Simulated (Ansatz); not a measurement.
Consider the cleavage of the Ge–B bond: `[SiH3][GeH2][B](Cl)Cl` + CH₃NH₂ → `C[NH][GeH2][SiH3]` + `ClBCl`.

Program: Ansatz. Geometries: PBE0-D4/def2-TZVP. ΔE: electronic, gas phase. CCSD(T)/CBS is the MP2 limit (def2-TZVPP, def2-QZVPP) plus CCSD(T) − MP2 in def2-TZVPP, frozen cores. This one scheme is used for every species. DFT in def2-TZVPP. B3LYP here is the variant with VWN-RPA as its local correlation; programs differ in this. For Ge outer-core shells are correlated without core-valence functions, which leaves a few kJ/mol of doubt a bond. Scalar relativity is left out up to krypton. Each species was taken in one conformer, which may not be the lowest.

| level | ΔE (kcal/mol) | difference from CCSD(T)/CBS |
| --- | --- | --- |
| r2SCAN-D4 | 1.9 | 0.3 |
| PBE0-D4 | 2.7 | 1.1 |
| B3LYP-D4 | 0.8 | -0.8 |
| ωB97X-V | 0.5 | -1.1 |
| B2PLYP | 0.2 | -1.4 |
| PBE | 2.9 | 1.3 |
| r2SCAN | 1.8 | 0.2 |
| PBE0 | 2.5 | 0.9 |
| B3LYP | 0.4 | -1.2 |
| SCS-MP2/def2-TZVPP | -0.7 | -2.3 |
| CCSD(T)/def2-TZVPP | 0.5 | -1.1 |
| HF/def2-QZVPP | -3.0 | -4.6 |
| SCS-MP2/def2-QZVPP | -0.3 | -1.9 |
| HF/CBS(def2) | -3.1 | -4.7 |
| MP2/CBS(def2) | 1.5 | -0.1 |
| CCSD/CBS(def2) | 1.2 | -0.4 |
| CCSD(T)/CBS | 1.6 | 0 |

Largest T1 diagnostic among the species: 0.013.

In def2-TZVPP, CCSD(T) changes the Hartree–Fock value by +3.3 kcal/mol (the triples alone add +0.4 kcal/mol) and MP2 by +3.2 kcal/mol.
